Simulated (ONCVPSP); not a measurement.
Scattering properties, ONCV potential for Bi

```
Element                 : bismuth
Generator               : ONCVPSP 4.0.1
Type                    : optimised norm-conserving Vanderbilt (ONCV)
Functional              : PBE
Relativity              : scalar-relativistic
Frozen core             : [Xe] 4f14
Valence charge          : 15
Reference configuration : 5d10 6s2 6p3
Partial waves           : 6s: rc 1.95 bohr, ncon 4, nbas 8, qcut 2.8 1/bohr, 2 projectors, debl 1.9 Ha; 6p: rc 1.95 bohr, ncon 4, nbas 8, qcut 4.1 1/bohr, 3 projectors, debl 3.9 Ha; 5d: rc 1.75 bohr, ncon 4, nbas 8, qcut 8.5 1/bohr, 2 projectors, debl 0.6 Ha
Local potential         : polynomial inside 1.25 bohr (lpopt 3, dvloc0 3 Ha)
Core correction         : none
```

In the d channel the program set the typed energies aside and used -0.995, 0.250 Ha.

The phase is arctan(r·R′/R) of the radial function R(r), unwrapped; energies in Ha, scanned from -2 to 5 Ha. A pole is an energy at which the radial function vanishes at the test radius. The pseudo phase is shifted by a multiple of π to meet the all-electron one at the reference energy, and phase errors are pseudo minus all-electron; the curves can meet again beyond the range given. Levels narrower than the energy grid can be missing from the lists of poles.

A narrow feature of the pseudo curve, probably an extra level, lies near -0.08 Ha in the s channel; the grid steps over it, so the window and error are not given (n/a).

Q: For each channel, where are the poles, and over which energies does the pseudopotential scatter like the atom?

A:

```csv
channel,radius (bohr),reference energy (Ha),"poles, all-electron","poles, pseudo",unbroken range about the reference energy with phases within 0.05 rad,phase error 1 Ha above the reference energy (rad)
s,1.97,-0.53,1.66,1.66,n/a,n/a
p,1.97,-0.17,3.15,3.15,the whole range,-0.003
d,1.77,-1.00,-0.39,-0.39,the whole range,+0.000
```

Note: ghosts flagged at negative energy: p at -1756.5 eV, s at -1.57 eV; GHOST(+) flagged for p at 213.0 eV. A true bound ghost makes a file unfit for plane-wave use.

Phases in the d channel:

```json
{"E (Ha)": "-1.98", "all-electron": "0.781", "pseudo": "0.781"}
{"E (Ha)": "-1.62", "all-electron": "0.138", "pseudo": "0.138"}
{"E (Ha)": "-1.26", "all-electron": "-0.889", "pseudo": "-0.889"}
{"E (Ha)": "-0.90", "all-electron": "-1.336", "pseudo": "-1.336"}
{"E (Ha)": "-0.54", "all-electron": "-1.520", "pseudo": "-1.520"}
{"E (Ha)": "-0.18", "all-electron": "-1.626", "pseudo": "-1.626"}
{"E (Ha)": "0.18", "all-electron": "-1.705", "pseudo": "-1.705"}
{"E (Ha)": "0.54", "all-electron": "-1.777", "pseudo": "-1.777"}
{"E (Ha)": "0.90", "all-electron": "-1.855", "pseudo": "-1.855"}
{"E (Ha)": "1.26", "all-electron": "-1.952", "pseudo": "-1.952"}
{"E (Ha)": "1.62", "all-electron": "-2.094", "pseudo": "-2.094"}
{"E (Ha)": "1.98", "all-electron": "-2.331", "pseudo": "-2.331"}
{"E (Ha)": "2.34", "all-electron": "-2.761", "pseudo": "-2.762"}
{"E (Ha)": "2.70", "all-electron": "-3.394", "pseudo": "-3.395"}
{"E (Ha)": "3.06", "all-electron": "-3.898", "pseudo": "-3.899"}
{"E (Ha)": "3.42", "all-electron": "-4.176", "pseudo": "-4.177"}
{"E (Ha)": "3.78", "all-electron": "-4.331", "pseudo": "-4.332"}
{"E (Ha)": "4.14", "all-electron": "-4.428", "pseudo": "-4.429"}
{"E (Ha)": "4.50", "all-electron": "-4.494", "pseudo": "-4.495"}
{"E (Ha)": "4.86", "all-electron": "-4.542", "pseudo": "-4.543"}
```
